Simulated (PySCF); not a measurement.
**Mayer bond orders and bond lengths**

Species: Al(vinyl)3, C6H9Al.
Z-matrix (Å and degrees, PBE0-D3(BJ)/def2-SVP geometry), rows numbered from 1:
```
Al
C   1  1.9517
C   2  1.3441  1  122.79
H   2  1.1006  1  121.37  3  -176.98
H   3  1.0974  2  122.01  1     2.04
H   3  1.0983  2  122.80  1  -177.54
C   1  1.9487  2  121.64  3   157.18
C   7  1.3439  1  121.53  2   174.48
H   7  1.1001  1  122.38  2    -4.59
H   8  1.0979  7  122.01  1     0.71
H   8  1.0983  7  122.99  1  -179.20
C   1  1.9527  2  118.83  3   -23.34
C  12  1.3441  1  122.27  2   -25.96
H  12  1.1007  1  121.99  2   156.43
H  13  1.0976 12  122.04  1     1.65
H  13  1.0983 12  122.82  1  -178.00
```

Bond orders from the PBE0/pcSseg-1 (pcSseg-2 on Al) density (PySCF). One conformer (not necessarily the lowest) at the PBE0-D3(BJ)/def2-SVP geometry, without solvent, vibrations or thermal averaging.

Q: Give the Mayer order of every bond, beside its length.

A: 
| bond | length (Å) | Mayer order |
| --- | --- | --- |
| Al1–C2 | 1.952 | 0.866 |
| Al1–C7 | 1.949 | 0.870 |
| Al1–C12 | 1.953 | 0.860 |
| C2–C3 | 1.344 | 1.933 |
| C2–H4 | 1.101 | 0.942 |
| C3–H5 | 1.097 | 0.947 |
| C3–H6 | 1.098 | 0.950 |
| C7–C8 | 1.344 | 1.929 |
| C7–H9 | 1.100 | 0.945 |
| C8–H10 | 1.098 | 0.947 |
| C8–H11 | 1.098 | 0.949 |
| C12–C13 | 1.344 | 1.937 |
| C12–H14 | 1.101 | 0.943 |
| C13–H15 | 1.098 | 0.948 |
| C13–H16 | 1.098 | 0.950 |

Q: Sum the orders of all bonds at each heavy atom with more than one neighbour.

A: Al1 2.596, C2 3.741, C3 3.830, C7 3.744, C8 3.825, C12 3.740, C13 3.835. Orders between atoms that aren't bonded are not in these sums.

The Mayer order sums products of elements of PS (density times overlap matrix) between the two atoms' basis functions, so it depends on the basis set.
